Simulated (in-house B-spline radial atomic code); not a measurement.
## RPA and G0W0 on Hartree-Fock: Fe¹⁵⁺

Configuration [Ne] 3s1, highest spin, mean-field start Hartree-Fock. Computed with a B-spline radial code for spherical atoms: all electrons, non-relativistic, point nucleus, each spin shell either full or empty, empty states to l = 9 with an (l + 1/2)⁻⁴ tail; G0W0 by contour deformation at full frequency.

Command:
```bash
python run_gw.py task.json out
```
Settings (radii: box in bohr, nucleus in fm):
```
Z                        26
electrons                11
configuration            [Ne] 3s1
hamiltonian              nr
method                   hf
lmax                     9
spin_polarised           True
box_radius               5
intervals                46
ion_configuration        [He] 2s2 2p6
```

Run time, properties included: 2.4 s on 1 thread of Arm Neoverse N1, with other jobs on the host.

Energies (hartree):

```tsv
term	value
mean-field total	-1157.50147
Hartree-Fock functional on these orbitals	-1157.50147
direct second order	-0.69072
second-order exchange	0.2613
SOSEX correction	0.2509
```

(1) What is the RPA correlation energy, and what remains with SOSEX?

Quasi-particle levels (eV):

| level | occupied | mean field | Σx - vxc | Σc | QP weight | G0W0 |
| --- | --- | --- | --- | --- | --- | --- |
| 3s up | yes | -485.09 | 0.00 | ? | ? | ? |
| 2p down | yes | -1218.23 | 0.00 | 2.20 | 0.992 | -1216.03 |
| 2p up | yes | -1219.77 | 0.00 | 2.40 | 0.990 | -1217.37 |
| 2s down | yes | -1336.81 | 0.00 | 2.27 | 0.957 | -1334.54 |
| 3s down | no | -449.35 | 0.00 | -2.75 | 0.984 | -452.10 |

G0W0 = mean field + (Σx - vxc) + Σc, with Σc (partial-wave tail included) taken at the quasi-particle energy. Only the outer levels were computed.

(2) Where does G0W0 put 3s up?

(3) What does it cost to remove one electron (to [He] 2s2 2p6) by differences of total energies, each species on its own start (correlation terms add to the Hartree-Fock functional)?

## Answers

(1) RPA gives -0.65849 hartree (-1.63 eV per electron); RPA + SOSEX gives -0.40759, and the second-order doubles (MP2) -0.42942 hartree. SOSEX takes back 38 % of the RPA value.

(2) At -487.20 eV, with Σc = -2.11 eV and a quasi-particle weight of 0.989. The tabulated removal energy is 489.312 ± 0.014 eV (NIST, semi-empirical); the calculation leaves out relativity, Breit and QED terms, and what these don't explain is the method's own error.

(3) Hartree-Fock functional 485.04 eV, + RPA 486.57 eV, + RPA + SOSEX 485.59 eV, + second order 485.66 eV. Tabulated: 489.312 ± 0.014 eV (NIST, semi-empirical); the calculation leaves out relativity, Breit and QED terms, and what these don't explain is the method's own error.
